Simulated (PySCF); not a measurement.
Pb(Br)2 cation (Br2Pb), SMILES [Br][Pb][Br] (connectivity only; charge and spin as stated), charge +1, multiplicity 2. Geometry: PBE0-D3(BJ)/def2-SVP. The multiplicity is an assumed one; other spin states were not compared. The isomer is the one that the SMILES or the coordinates give; other isomers of the formula were not compared. The def2 effective core potentials stand for the cores of Pb; spin–orbit coupling is left out.

All values below come from PBE0-D3(BJ)/def2-SVP in PySCF.

Harmonic wavenumbers (cm⁻¹): 121, 149, 216. Rotational constants (GHz): 1.446, 1.085, 0.6199; symmetry number 2.

Question: Work out the zero-point energy and the ideal-gas rigid-rotor harmonic-oscillator thermochemistry at 298.15 K and 1 atm.

Answer: ZPE = ½ Σ hcν = ½ × 486 cm⁻¹ = 0.69 kcal/mol. H − E(el) = 4.24 kcal/mol. Entropy in cal/(mol K): translation 43.59, rotation 28.80, vibration 7.77, spin 1.38, total 81.54. G − E(el) = -20.07 kcal/mol. Cp = 13.60 cal/(mol K). Modes under 150 cm⁻¹ make the vibrational entropy uncertain.
